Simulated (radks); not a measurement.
Spherical quantum dot in the effective-mass picture: electrons in a well V = -V0 / (1 + exp((r - R)/a)) with V0 = 8.58, R = 3.26, a = 0.21, all in effective atomic units (hartree* = m*/eps^2 hartree, bohr* = eps/m* bohr), one dielectric constant everywhere. Calculated with a radial shooting solver with Libxc functionals: non-relativistic Kohn-Sham, LDA (Slater exchange, Perdew-Wang correlation), spin-polarised, spherical densities. Levels are named by radial order and angular momentum (1s, 1p, 1d, 2s, ...), and open shells are averaged over m. Results are scaled to m* = 0.12 and eps = 12.7, for which hartree* = 20.25 meV and bohr* = 5.6 nm.

N = 16, configuration 1s2 1p6 1d(up 5, down 3). This is the lowest configuration that the search found. Occupied and some empty levels:

level,occupation,eigenvalue (meV),<r> (nm)
1s up,1,-37.190,11.75
1s down,1,-36.575,11.72
1p up,3,-31.479,12.59
1p down,3,-30.824,12.58
1d up,5,-22.451,13.26
1d down,3,-21.782,13.26
1f up,0,-10.677,13.82
1f down,0,-10.009,13.83
2s up,0,-8.6110,9.190
2s down,0,-8.2757,9.190

Energy (meV): total -1427.58, kinetic 302.66, external -2622.7, Hartree 1032.5, exchange-correlation -139.99.
